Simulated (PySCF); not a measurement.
## Electron affinity of Ba by level of theory

Ba⁻ [Xe] 5d1 6s2 (2D) → Ba [Xe] 6s2 (1S), as a difference of total energies. Calculation: PySCF 2.14, in def2-TZVPPD with the def2 core potential (46 electrons) (6s4p3d1f, 40 functions); a scalar-relativistic core potential. Correlated levels: valence: 5s2 5p6 frozen. The calculations carry no spin-orbit coupling.

| method | electron affinity (eV) |
| --- | --- |
| UHF | -1.050 |
| MP2 (valence) | -0.927 |
| SCS-MP2 (valence) | -0.934 |
| CCSD (valence) | -0.704 |
| CCSD(T) (valence) | -0.649 |
| CCSDT (valence) | -0.591 |

The configuration of this anion was assumed by filling the next shell in order. It is not the known or likely ground configuration (Ca⁻, Sr⁻ and Ba⁻, for instance, bind a p electron), so these values are not the electron affinity of the element.

A negative affinity means that the anion lies above the atom at that level of theory.

The coupled-cluster amplitudes are large for Ba⁻ (T1 above 0.03 or a double amplitude above 0.15), so a single reference is strained.
